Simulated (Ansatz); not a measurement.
H$_{6}$SeSi$_{2}$ (`[SiH3][SiH2][SeH]`). Total charge 0; spin multiplicity 1.

```json
{"atom": "Si1", "x (Å)": "0.460", "y (Å)": "-0.107", "z (Å)": "-1.309"}
{"atom": "Si2", "x (Å)": "-0.871", "y (Å)": "0.259", "z (Å)": "0.576"}
{"atom": "Se3", "x (Å)": "0.046", "y (Å)": "-0.790", "z (Å)": "2.390"}
{"atom": "H4", "x (Å)": "-0.070", "y (Å)": "0.617", "z (Å)": "-2.497"}
{"atom": "H5", "x (Å)": "0.515", "y (Å)": "-1.562", "z (Å)": "-1.604"}
{"atom": "H6", "x (Å)": "1.836", "y (Å)": "0.383", "z (Å)": "-1.025"}
{"atom": "H7", "x (Å)": "-1.059", "y (Å)": "1.713", "z (Å)": "0.830"}
{"atom": "H8", "x (Å)": "-2.209", "y (Å)": "-0.372", "z (Å)": "0.432"}
{"atom": "H9", "x (Å)": "1.351", "y (Å)": "-0.140", "z (Å)": "2.208"}
```

**Question.** What are the harmonic wavenumbers in cm⁻¹ at PBE0-D4/def2-TZVP (Ansatz, finite differences of forces, unscaled)? (Estimate.)

**Answer.** Ansatz gave: 90, 111, 152, 347, 365, 452, 494, 523, 636, 729, 781, 873, 924, 934, 939, 2206, 2215, 2222, 2229, 2237, 2440.

**Question.** Is this a minimum?

**Answer.** Yes, all 21 modes are real.

**Question.** Give the ideal-gas thermochemistry at 298.15 K and 1 bar (rigid rotor, harmonic oscillator; point group C1, symmetry number 1).

**Answer.** Zero-point energy 131.0 kJ/mol; H(298) − E = 151.5 kJ/mol; entropy 349.1 J/(mol·K), of which translation 170.6, rotation 114.5, vibration 64.1; G(298) − E = 47.4 kJ/mol. Modes under 100 cm⁻¹ are hindered rotations or soft bends, so the harmonic entropy is rough.

**Question.** And at 400, 500, 600, 800 and 1000 K?

**Answer.** 
```
T (K)  H − E (kJ/mol)  S (J/mol/K)  G − E (kJ/mol)
  400           163.1        382.5            10.1
  500           176.0        411.1           -29.6
  600           189.9        436.5           -72.0
  800           220.6        480.5          -163.8
 1000           253.9        517.6          -263.7
```
